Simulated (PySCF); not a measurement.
Si⁺ (silicon, charge +1): UHF calculation

Configuration: [Ne] 3s2 4s1, 2S determinant (an excited configuration). Computed with PySCF 2.14 in aug-cc-pV(T+d)Z, with the non-relativistic Hamiltonian (point nucleus).

```
Total energy                                     : -288.282406 hartree
One-electron energy                              : -393.1646 hartree
Hartree (Coulomb) energy                         : 124.7595 hartree
Exchange energy                                  : -19.8772 hartree
Kinetic energy                                   : 288.22610 hartree
⟨S²⟩                                             : 0.7501
⟨L²⟩                                             : 0.000
Sum of ⟨r⟩                                       : 13.91 bohr
Sum of ⟨r²⟩                                      : 44.09 bohr²
Density at the nucleus (Gaussians lack the cusp) : 1740 bohr⁻³
Spin density at the nucleus                      : 0.888 bohr⁻³
Langevin diamagnetic susceptibility              : -34.9 ×10⁻⁶ cm³/mol
```

```tsv
shell	electrons	mean orbital energy (hartree)	rms radius, mean of both spins (bohr)
1s α	1	-69.40023	0.129
1s β	1	-69.39774	0.129
2s α	1	-6.72762	0.613
2s β	1	-6.72271	0.613
2p α	3	-4.81900	0.599
2p β	3	-4.81706	0.599
3s α	1	-0.98441	2.13
3s β	1	-0.97108	2.13
4s α	1	-0.28821	5.66
```

The outer electron is Rydberg-like, and this basis confines it to a smaller radius and binds it less than a complete one would.
